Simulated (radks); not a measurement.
Species: neutral silicon. Configuration: [Ne] 3s2 3p2. Method: Dirac Kohn-Sham, PBE, spin-unpolarised, spherical densities, point nucleus; open shells are shared between the two j in proportion to 2j + 1; computed with a radial shooting solver on a logarithmic mesh with Libxc functionals. Some entries of the table are withheld. Estimate them.

orbital      occ.  eigenvalue (eV)  <1/r> (bohr^-1)
1s1/2           2              (1)            13.64
2s1/2           2        -139.4881            2.582
2p1/2           2              (2)            2.470
2p3/2           4              (3)            2.457
3s1/2           2         -10.8124           0.6280
3p1/2    0.666667          -4.1021              (4)
3p3/2     1.33333          -4.0705              (5)

Answer. 
(1) 1s1/2 eigenvalue (eV): -1785.804
(2) 2p1/2 eigenvalue (eV): -95.9776
(3) 2p3/2 eigenvalue (eV): -95.3304
(4) 3p1/2 <1/r> (bohr^-1): 0.4850
(5) 3p3/2 <1/r> (bohr^-1): 0.4831
